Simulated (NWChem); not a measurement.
System: C$_{3}$H$_{9}$BO; SMILES COB(C)C

The following NWChem deck was run.

```
start job
memory heap 200 mb stack 900 mb global 1100 mb
geometry units angstroms noautoz
  B      0.033065     0.494427     0.000049
  C      0.862324     1.837564    -0.000218
  H      0.591316     2.458531     0.881722
  H      0.594321     2.455643    -0.885147
  H      1.958174     1.678430     0.001729
  C     -1.553020     0.458915    -0.000364
  H     -1.940175    -0.093848     0.884085
  H     -1.939462    -0.091465    -0.886635
  H     -2.014575     1.465093     0.000724
  O      0.763108    -0.667762     0.000166
  C      0.160787    -1.950806     0.000015
  H      0.965306    -2.712783    -0.000737
  H     -0.473005    -2.111022     0.899488
  H     -0.474137    -2.110364    -0.898768
end
basis spherical
  * library 6-31g*
end
dft
  xc xpbe96 cpbe96
  iterations 150
  vectors input atomic output neutral.movecs
end
task dft energy
charge 1
dft
  odft
  mult 2
  vectors input atomic output cation.movecs
end
task dft energy
```

Geometry: optimised at PBE-D3(BJ)/def2-SVP.

Ions are spin-unrestricted doublets at the neutral geometry; other ion states weren't tried.

Question: Predict the main results of this run. (PBE/6-31G* (spherical d), vertical spin-unrestricted ions.) Quantities: basis functions; vertical ionisation energy, ΔSCF (eV); −ε(HOMO) (eV).

Answer: 
```json
{
 "number_of_basis_functions": "88",
 "vertical ionisation energy, ΔSCF (eV)": "9.54",
 "−ε(HOMO) (eV)": "6.31"
}
```
